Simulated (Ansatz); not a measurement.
Coupled-cluster diagnostics for the cluster Tl4H5, Ansatz.

Geometry of the doublet (PBE-D4/def2-SVP):

```tsv
atom	x (Å)	y (Å)	z (Å)
Tl1	-0.770	1.159	1.403
Tl2	-2.015	-0.459	-1.665
Tl3	1.337	1.646	-1.604
Tl4	1.017	-1.632	0.348
H5	-1.025	1.559	3.202
H6	2.030	-0.291	-0.574
H7	0.406	-0.724	1.933
H8	-0.590	-1.957	-0.642
H9	-0.390	0.699	-2.402
```

In the def2 sets Tl takes a core potential; there is no spin–orbit coupling. Correlated methods freeze 16 core orbitals; core or outer-core shells of Tl are correlated, in sets that lack core-valence functions. Another isomer (doublet) lies 0.60 eV lower at PBE0-D4/def2-TZVP; other spin states weren't run for this one.

Estimate the CCSD(T) correlation energy, the shares of MP2 and (T), T1 and the reference's ⟨S²⟩ for: charge 0, doublet, own geometry in def2-SVP; and the rough time on 4 threads of Arm Neoverse V1 on a shared host.


```json
{"state": "charge 0, doublet, own geometry", "basis": "def2-SVP", "correlation (eV)": "-12.061", "MP2 share (%)": "81.0", "(T) share (%)": "4.0", "T1": "0.015", "⟨S²⟩ (pure)": "0.77 (0.75)", "wall time": "2.5 min"}
```
Customary marks for T1 are 0.02 (closed shells), 0.045 (open shells) and about 0.05 (3d metals). T1 stays under 0.02 throughout.
